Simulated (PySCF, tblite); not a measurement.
Compound: C6H8ClNS.
Structure used (GFN2-xTB), in Å, numbered top down from 1:
```xyz
17
C6H8ClNS angstrom
N      2.776    1.212   -2.138
C      2.693    0.581   -1.185
C      2.605   -0.210   -0.018
Cl     4.036   -1.152    0.295
C      1.537   -0.242    0.781
C      0.289    0.534    0.531
C     -0.879   -0.414    0.219
C     -2.172    0.361    0.022
S     -3.585   -0.751   -0.304
H      1.547   -0.884    1.650
H      0.432    1.227   -0.300
H      0.044    1.111    1.427
H     -0.647   -0.978   -0.688
H     -1.007   -1.127    1.036
H     -2.096    1.067   -0.804
H     -2.448    0.901    0.928
H     -3.131   -1.224   -1.462
```

Computed, not measured: PBE0/pcSseg-1 in PySCF (dipole) on a GFN2-xTB geometry, gas phase.

Masses are those of the commonest isotopes; rigid-rotor values at the optimised geometry. The values belong to one conformer with, in the numbering `[N:1]#[C:2]/[C:3]([Cl:4])=[CH:5]\[CH2:6][CH2:7][CH2:8][SH:9]`, C3–C5–C6–C7 113°, C5–C6–C7–C8 177°, C6–C7–C8–S9 -178°, C7–C8–S9–H -64°.

(1) What are A, B and C (MHz)?

(2) Classify the top.

(3) Is it planar, by Δ = Ic − Ia − Ib?

(4) Give the other two planar moments, Paa and Pbb, and the rms extents of the mass along the axes.

(5) List the rotational levels J(Ka,Kc) to J = 4 (cm⁻¹).

(6) Predict some low-J microwave lines.

(7) Estimate the classical rotational partition function at 25 K, 100 K and 298.15 K.

Results:

(1) Ia = 201.42, Ib = 1352.54, Ic = 1460.13 u·Å²; 505379 MHz·u·Å²/I gives A = 2509, B = 373.7, C = 346.1 MHz.

(2) A near-prolate asymmetric top: κ = (2 × 373.7 − 2509 − 346.1)/(2509 − 346.1) = -0.97.

(3) Not planar: Δ = Ic − Ia − Ib = -93.83 u·Å². For a rigid frame Δ = −2 Σ m c², so Σ m c² = 46.92 u·Å² lies off the ab plane: 12.05 from hydrogen and 34.86 from heavier atoms. The atom farthest from that plane is 2.06 Å away.

(4) Paa = Σ m a² = (Ib + Ic − Ia)/2 = 1305.62 and Pbb = Σ m b² = (Ia + Ic − Ib)/2 = 154.51 u·Å². With the mass M = 161.01 u, the rms extents √(P/M) along a, b and c are 2.85, 0.98, 0.54 Å.

(5) Above 0(0,0):
J = 1: 1(0,1) 0.0240, 1(1,1) 0.0952, 1(1,0) 0.0962
J = 2: 2(0,2) 0.0720, 2(1,2) 0.1423, 2(1,1) 0.1451, 2(2,1) 0.3588, 2(2,0) 0.3588
J = 3: 3(0,3) 0.1440, 3(1,3) 0.2130, 3(1,2) 0.2185, 3(2,2) 0.4308, 3(2,1) 0.4308, 3(3,1) 0.7892, 3(3,0) 0.7892
J = 4: 4(0,4) 0.2400, 4(1,4) 0.3072, 4(1,3) 0.3163, 4(2,3) 0.5268, 4(2,2) 0.5270, 4(3,2) 0.8853, 4(3,1) 0.8853, 4(4,1) 1.3871, 4(4,0) 1.3871
The levels of one J sum to (2J + 1)J(J + 1)(A + B + C)/3.

(6) The dipole components are |μa| = 1.09 D, |μb| = 2.20 D, |μc| = 1.22 D. Intensities carry the squares of the components, which stand as 0.25 : 1.00 : 0.31 (a : b : c). Some lines, for components of 0.1 D or more:

```tsv
type	branch	J(Ka,Kc)	MHz	lower level (cm⁻¹)
a	R	2(1,2) ← 1(1,1)	1412	0.095
c	Q	2(1,2) ← 2(0,2)	2108	0.072
a	R	3(1,3) ← 2(1,2)	2118	0.142
a	R	3(2,1) ← 2(2,0)	2160	0.359
b	Q	1(1,0) ← 1(0,1)	2163	0.024
c	R	1(1,0) ← 0(0,0)	2883	0.000
b	R	3(1,3) ← 2(0,2)	4226	0.072
b	Q	2(2,0) ← 2(1,1)	6406	0.145
b	R	2(2,1) ← 1(1,0)	7873	0.096
b	Q	3(3,1) ← 3(2,2)	10746	0.431
c	R	3(3,0) ← 2(2,0)	12905	0.359
b	R	3(3,0) ← 2(2,1)	12905	0.359
```

(7) Point group C1, symmetry number σ = 1; q = (√π/σ)·√((kT/h)³/(ABC)), k/h = 20836.6 MHz/K: 37000 at 25 K, 296000 at 100 K, 1520000 at 298.15 K.

Its GFN2-xTB frequencies are all real (lowest 22 cm⁻¹). Zero-point vibration and centrifugal distortion are left out. Quadrupole hyperfine structure (14N, 35Cl) is left out.
